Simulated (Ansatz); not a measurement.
Series GeXY, Y = H, computed as singlets and as triplets. Isolated molecules, 0 K electronic values unless said otherwise. One relaxed conformer stands for each flexible species; it need not be the lowest. Strings in code marks are SMILES.

Quantity: adiabatic spin-state energy, in kJ/mol. HF references are unrestricted for open shells and restricted for singlets.

Case: `O=[CH][GeH]`: multiplicity 3 minus multiplicity 1. The other species in the difference include `[CH]([GeH])=O` (O–C–Ge–H torsion 92°) (neutral, multiplicity 1). Geometry of `[GeH][CH]=O` (neutral, multiplicity 3, Å):

```xyz
5

O     -1.8260    -0.5147     0.1431
C     -0.7321    -0.0769    -0.0153
Ge     1.0865    -0.7231     0.4923
H     -0.5308     0.8917    -0.5426
H      2.0023     0.4231    -0.0776
```

### Question
Give the adiabatic spin-state energy at the level frozen-core CCSD(T)/cc-pVTZ // PBE0-D3(BJ)/def2-TZVP (Ansatz, a program for electronic structure).

### Answer
89.8 kJ/mol.
